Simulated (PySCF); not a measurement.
**A survey of ²⁹Si NMR shifts**

PySCF 2.14 calculation with geometry from GFN2-xTB and PBE0/pcSseg-1 with gauge-including orbitals; averaged over atoms made equivalent by symmetry, fast rotation or ring inversion, no relativistic terms, one computed conformer, in vacuum.

Shieldings were converted by a linear fit to measured shifts: ²⁹Si: δ = 279.94 − 0.822σ (rms 8.9 ppm, 72 shifts, 25.8 ppm with the 6 outliers that the fit left out vs TMS, solution or neat liquid). A few per cent of atoms miss by over 2 rms, more outside the fitted compound classes.

**Question.** Give the ²⁹Si shifts of `C#CC(=O)O[Si@@H](C)CC#N`, `C#CC(=O)O[Si@H](C)NC`, `CO[Si@@H](O)[C@H]1C[C@@H]1C#N`, `CN[SiH2]NC`.

**Answer.** 
```csv
compound,environment,δ (ppm)
C#CC(=O)O[Si@@H](C)CC#N,"silicon bonded to 2 C, O, H",-8.1
C#CC(=O)O[Si@H](C)NC,"silicon bonded to C, N, O, H",-14.4
CO[Si@@H](O)[C@H]1C[C@@H]1C#N,"silicon bonded to C, 2 O, H",-30.4
CN[SiH2]NC,"silicon bonded to 2 N, 2 H",-30.2
```

**Question.** Match the shifts -11.1, -19.9, -34.0, -43.6, -61.5 ppm to `C=CC(=O)N[SiH2]C(C)=O`, `CO[SiH2]/C=C(\C#N)OC`, `O=CN[Si@@H]1C=CCO1`, `CO/C(C#N)=C/O[SiH2]C`, `CN([SiH3])CC#CC(=O)O`.

**Answer.** -11.1: O=CN[Si@@H]1C=CCO1 (silicon bonded to C, N, O, H, in a 5-membered ring); -19.9: CO/C(C#N)=C/O[SiH2]C (silicon bonded to C, O, 2 H); -34.0: CO[SiH2]/C=C(\C#N)OC (silicon bonded to C, O, 2 H); -43.6: CN([SiH3])CC#CC(=O)O (silicon bonded to N, 3 H); -61.5: C=CC(=O)N[SiH2]C(C)=O (silicon bonded to C, N, 2 H).
